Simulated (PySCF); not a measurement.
C₅H₉AsO₂.
Atom-mapped SMILES: `[O:1]=[CH:2][O:3][C@@H:4]1[CH2:5][CH2:6][AsH:7][CH2:8]1` (hydrogens: H9 on C2; H10 on C4; H11, H12 on C5; H13, H14 on C6; H15 on As7; H16, H17 on C8)

Computed by this run: PBE0-D3(BJ)/def2-SVP geometry optimisation, gas phase in PySCF; density fitting, grid level 1; the optimiser is geomeTRIC in internal coordinates, started from a GFN2-xTB structure with every atom displaced at random (about 0.01 Å).

Step 4: E = -70235.3347 eV
```
atom  x, y, z in Å  |  force x, y, z in eV/Å
O1      2.6025   -1.1926    0.6991   -0.058  -0.017   0.001
C2      2.6384   -0.5563   -0.3151    0.045   0.178   0.068
O3      1.6516    0.1829   -0.8146   -0.047  -0.046   0.026
C4      0.4391    0.2776   -0.0492   -0.026  -0.122  -0.059
C5     -0.4304   -0.9719   -0.1781    0.035   0.077   0.066
C6     -1.7571   -0.6916    0.5216    0.010  -0.037  -0.028
As7    -2.1674    1.2521    0.2405    0.003   0.001  -0.001
C8     -0.3625    1.4582   -0.5526    0.010   0.032   0.019
H9      3.5294   -0.4644   -0.9724   -0.046  -0.073  -0.050
H10     0.7096    0.4105    1.0123    0.054   0.021  -0.014
H11    -0.5902   -1.1669   -1.2521    0.022  -0.013  -0.001
H12     0.0852   -1.8415    0.2538    0.004  -0.040  -0.025
H13    -2.5743   -1.3080    0.1223   -0.005   0.016  -0.006
H14    -1.6951   -0.8853    1.6016   -0.002   0.009   0.003
H15    -1.7205    1.6791    1.6388   -0.004   0.002  -0.005
H16     0.0826    2.4299   -0.2973    0.004  -0.006   0.008
H17    -0.4565    1.4005   -1.6482    0.001   0.017  -0.004
```

Step 5: E = -70235.3380 eV
```
atom  x, y, z in Å  |  force x, y, z in eV/Å
O1      2.6001   -1.1198    0.7446    0.100   0.056   0.075
C2      2.6370   -0.5348   -0.3002   -0.140  -0.222  -0.113
O3      1.6463    0.1799   -0.8232    0.003   0.016  -0.043
C4      0.4401    0.2762   -0.0536   -0.005   0.048   0.038
C5     -0.4261   -0.9730   -0.1818    0.010   0.045   0.016
C6     -1.7542   -0.6964    0.5159    0.006  -0.020  -0.005
As7    -2.1646    1.2500    0.2461   -0.005  -0.006  -0.005
C8     -0.3610    1.4615   -0.5479   -0.015   0.004   0.001
H9      3.4961   -0.5405   -1.0039    0.038   0.085   0.058
H10     0.7215    0.4115    1.0049    0.002  -0.004  -0.014
H11    -0.5840   -1.1640   -1.2567    0.009  -0.015  -0.007
H12     0.0899   -1.8467    0.2429   -0.004  -0.009  -0.004
H13    -2.5719   -1.3087    0.1116   -0.001   0.009  -0.006
H14    -1.6945   -0.8948    1.5952   -0.004   0.005   0.001
H15    -1.7185    1.6686    1.6467    0.002   0.003   0.001
H16     0.0867    2.4302   -0.2865    0.001  -0.006   0.012
H17    -0.4585    1.4130   -1.6436    0.003   0.013  -0.005
```

Problem. Estimate the geometry and energy of step 6. (The exact step hangs on the optimiser's Hessian estimate; all steps are aligned on step 5, rigid shifts and turns removed.)

Solution. E = -70235.3412 eV, largest force 0.114 eV/Å
```
atom  x, y, z in Å  |  force x, y, z in eV/Å
O1      2.6257   -1.0712    0.7709    0.010  -0.028  -0.026
C2      2.6349   -0.5388   -0.3025    0.056   0.060   0.050
O3      1.6393    0.1631   -0.8335   -0.038  -0.089  -0.060
C4      0.4388    0.2696   -0.0573   -0.005   0.080   0.052
C5     -0.4313   -0.9756   -0.1839   -0.013   0.026  -0.008
C6     -1.7586   -0.6965    0.5133    0.000  -0.013   0.006
As7    -2.1617    1.2526    0.2501   -0.003  -0.006  -0.002
C8     -0.3585    1.4604   -0.5455   -0.010  -0.010  -0.010
H9      3.4929   -0.5448   -1.0072    0.005  -0.010   0.000
H10     0.7276    0.4042    0.9990   -0.002  -0.010  -0.010
H11    -0.5897   -1.1650   -1.2593    0.004  -0.013  -0.004
H12     0.0816   -1.8533    0.2371   -0.002   0.001   0.007
H13    -2.5788   -1.3034    0.1063    0.000   0.004  -0.005
H14    -1.7008   -0.8976    1.5922   -0.006   0.002   0.000
H15    -1.7130    1.6646    1.6519    0.002   0.002   0.000
H16     0.0947    2.4254   -0.2799   -0.003  -0.003   0.013
H17    -0.4587    1.4186   -1.6414    0.006   0.008  -0.003
```

The energy changes by -0.0033 eV. The first-order estimate −F·Δx gives -0.0079 eV and the mean of the old and new forces, exact on a quadratic surface, -0.0038 eV. The step makes an angle of 72° with the force vector and moves no atom by more than 0.061 Å.

What follows is the cost of the whole optimisation. Hardware: Arm Neoverse N1, one thread (shared host). Cost: 4.9 min, 0.75 GiB resident at most.
